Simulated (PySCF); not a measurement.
A GIAO shielding run with PySCF 2.14 (density fitting, non-relativistic, gas phase) on `InChI=1S/CH7NPSi/c1-2-4-3/h1,4H2,3H3/q+1`:

```
$ OMP_NUM_THREADS=1 python probes_run.py task.json out

{"job": {"kind": "nmr", "xc": "PBE0", "basis": "pcSseg-1"}, "charge": 1, "multiplicity": 1}
C     -2.226759     0.867172     0.077562
N     -1.063892     0.423482    -0.085738
Si    -0.123545    -0.965497     0.192384
P      1.848211    -0.007129    -0.736364
H     -3.044261     0.315320     0.539389
H     -2.449458     1.875378    -0.261350
H      0.286948    -1.223878     1.564901
H     -0.354573    -2.095387    -0.695689
H      3.011325    -0.745342    -0.781870
H      2.330400     1.146297    -0.157718
H      1.791028     0.412254    -2.047236
```

Hardware: 1 thread of an Intel Xeon Platinum 8488C, shared host. The job also computes population analyses, field gradients.

Problem. How large is the calculation?

Solution. 48 electrons, 117 basis functions and 651 auxiliary functions.

Problem. How long does it take, and how much memory does it need?

Solution. 22 s of wall time, with 13 SCF cycles and 5 response iterations; peak memory 0.52 GiB. Times on a shared host scatter by some tens of per cent.
